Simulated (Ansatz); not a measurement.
This geometry of CH6SSi2 (10 atoms, charge 0, multiplicity 1) is a first-order saddle point.

Level of theory: Ansatz, RKS PBE0-D4/6-31G*.

```xyz
10
Properties=species:S:1:pos:R:3
C -1.343 0.818 -0.709
Si -0.273 -0.387 0.244
Si 1.738 0.215 1.231
S 1.344 -1.271 -0.843
H -0.724 1.605 -1.149
H -2.082 1.286 -0.048
H -1.879 0.309 -1.517
H -1.037 -1.471 0.909
H 1.947 -0.972 2.147
H 2.393 -0.183 -0.262
```

(1) Which two structures does it join? (They come from a converged band through this point; their orientation in space is the band's.)

(2) How far does it lie above each of them?

## Answers

(1) Bonds broken: Si3–H10. Bonds formed: S4–H10.

First end point:

```xyz
10
Properties=species:S:1:pos:R:3
C -1.339 0.783 -0.769
Si -0.426 -0.509 0.236
Si 1.740 -0.318 0.822
S 1.121 -1.617 -0.794
H -0.629 1.396 -1.333
H -1.921 1.438 -0.112
H -2.025 0.308 -1.478
H -1.338 -1.368 1.037
H 2.338 -1.009 1.994
H 2.564 0.845 0.400
```

Last end point:

```xyz
10
Properties=species:S:1:pos:R:3
C -1.180 0.832 -0.614
Si -0.270 -0.342 0.542
Si 1.757 0.160 1.552
S 1.579 -1.090 -0.532
H -0.547 1.684 -0.884
H -2.064 1.231 -0.102
H -1.520 0.334 -1.528
H -1.071 -1.585 0.740
H 1.685 -1.209 2.226
H 1.713 -0.065 -1.398
```

(2) 1.96 eV above the first and 0.60 eV above the second. This is the barrier of this one path; another mechanism may lie lower. The orbitals stay closed-shell, which can raise the energy where a bond breaks towards radicals; this wasn't checked here.

Time of the run: 2.6 min on 2 threads of Arm Neoverse V1 (shared host), peak memory 0.18 GiB.
